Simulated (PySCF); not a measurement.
Predicted microwave data (PBE0-D3(BJ)/def2-SVP geometry optimisation, gas phase (PySCF 2.14.0)) for one isomer of C6H3F3O:

* Rotational constants: A = 1769, B = 1258, C = 735.1 MHz
* Dipole components: |μa| = 0.22 D, |μb| = 1.34 D, |μc| = 0.00 D
* Inertial defect: 0.00 u·Å²
* κ: 0.01

**Question.** Which candidate fits, each taken in the one conformer that was computed?
A. `[F:1][C:2]([F:3])=[C:4]([F:5])[c:6]1[cH:7][cH:8][cH:9][o:10]1` with C2–C4–C6–C7 179°
B. `[OH:1][c:2]1[c:3]([F:4])[cH:5][c:6]([F:7])[cH:8][c:9]1[F:10]` with H–O1–C2–C3 -1°

**Answer.** B. It is Oc1c(F)cc(F)cc1F, an asymmetric top, point group Cs. The candidates at the same level (rigid rotor, commonest isotopes):

```csv
SMILES,A (MHz),B (MHz),C (MHz),μa (D),μb (D),μc (D),Δ (u·Å²),point group,rotor
Oc1c(F)cc(F)cc1F,1769,1258,735.1,0.22,1.34,0.00,0.00,Cs,asymmetric top
FC(F)=C(F)c1ccco1,2893,929.4,703.4,1.84,0.26,0.01,-0.04,–,asymmetric top
```

`FC(F)=C(F)c1ccco1` has A 63 % too high. In the right answer the mirror of this Cs structure is the ab plane, so μc vanishes by symmetry (the 0.02 D computed is a residue). No structure here is proved a minimum.
